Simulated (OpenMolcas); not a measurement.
Rh5+ among 2 point charges of -2.5 e arranged as a linear pair (D∞h).

```yaml
Program: OpenMolcas
Method: "SS-CASPT2, IPEA 0.25 Eh, imaginary shift 0.1 Eh (closed shells correlated: 4s 4p)"
Basis: ANO-RCC-VDZP [6s5p3d1f]
Scalar_Hamiltonian: DKH2, point nucleus
Active_space: 4 electrons in 5 orbitals (4d)
State_averaging: 2S+1 = 5 even, 5 roots; 2S+1 = 3 even, 45 roots; 2S+1 = 1 even, 50 roots
Spin-orbit_coupling: state interaction with AMFI integrals over the reference wave functions
```

All point charges move together. At R = 1.75 Å the first state of the same spin is 11020 cm-1, and at R = 1.92 Å it is 8110 cm-1.

Task: A third run gives 5730 cm-1. What distance was it run at?

Result: With a power law R^-n the two known points give n = -ln(8110 / 11020) / ln(1.92 / 1.75) = 3.31. Then R = 1.75 × (11020 / 5730)^(1/3.31) = 2.132 Å. The run was at 2.13 Å, so the estimate is off by +0.002 Å.

Roots that are degenerate in the reference are averaged as groups; the widest CASPT2 spread within a group is 41 cm-1 (the 2-fold group of multiplicity 1 near 100000 cm-1 above the lowest state of its run, R = 2.13). Shifts and gaps below about the spread of the groups concerned are not significant. Point charges give a weaker field than real ligands, and real ions of this kind are as a rule low spin; the high spin found here belongs to the model. Free-ion shares, where given, are those of the reference states; single-state CASPT2 does not remix them. Point charges carry no covalency, so the field is a model and not that of real ligands. No measured value stands beside these numbers.
